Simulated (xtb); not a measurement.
Input for xtb: GFN1-xTB on H6S (SMILES [H][S]([H])([H])([H])([H])[H]).

```
$ xtb mol.xyz --gfn 1 --sp --chrg 0 --uhf 0
7

S     -0.00000000     0.00000000    -0.00000000
H      1.41401978     0.00000000     0.00000000
H     -1.41401978     0.00000000     0.00000000
H     -0.00000000     1.41401978     0.00000000
H      0.00000000    -1.41401978     0.00000000
H      0.00000000    -0.00000000     1.41401978
H      0.00000000    -0.00000000    -1.41401978
```

Q: Give the final energy of this run.

A: -6.6162 hartree.
